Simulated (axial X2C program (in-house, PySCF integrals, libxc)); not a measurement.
# What spin–orbit coupling does to LiZr⁺

Computed with an in-house relativistic program for diatomic molecules. Spin-free means the one-electron spin-free X2C Hamiltonian; two-component (2c) means X2C with spin–orbit coupling and atomic mean-field two-electron Coulomb and Gaunt terms, so the difference of the two also holds small scalar two-electron terms. Basis: Zr dyall-cv3z [11s12p9d6f3g], Li dyall-cv3z [7s8p2d] (cores contracted in-house); Gaussian nuclei, density fitting, unrestricted open shells. Masses: Zr 89.905 u, Li 7.016 u.

Spin-free state: M_S = 1, Λ = 2 (beyond evenly filled blocks: σα, δ+α); fragments Zr + Li+.

```
 level  Re (Å)  ωe (cm⁻¹)  De (eV)  μ (D)
  PBE0   3.130      265.8    1.263   6.14
PBEsol   3.115      266.9      n/a   6.47
```

Dipoles are positive if Li is the positive end and refer to the centre of mass.

Two-component determinant lowest at the distance of the search:

Ω = 1 (⟨Sz⟩ = -1.00, ⟨Lz⟩ = 2.00 at PBE0); fragments Zr + Li+.

```tsv
level	Re (Å)	ωe (cm⁻¹)	μ (D)
PBE0	3.130	265.7	6.13
PBEsol	3.115	266.8	6.46
```

**Question.** From the two tables, how do the constants change at the PBE0 level (2c against spin-free)?

**Answer.** At the PBE0 level Re is unchanged within 0.001 Å and ωe stays the same within 0.2 cm⁻¹.

One determinant describes the state; a PBE0 search over occupations chose it and may have missed a lower one. De is counted from the lowest determinant-based energies of the atoms at the same level, without counterpoise correction. De is not given where an atomic determinant may have missed its ground term or J level, or where the truncated virtual space spoils (T). Density functionals use the spin component along the axis (collinear). PBE0 can misorder states that lie within some tenths of an eV, so this need not be the ground state of the molecule. The nearest other spin-free determinant of the search, M_S = 1, Λ = 0, lies 0.10 eV up at the distance of the search. The functionals have no current-density term, which raises determinants with orbital currents, atoms included. With several unpaired electrons one determinant need not be a pure state. At some level and bond length an empty orbital lies below a filled one.
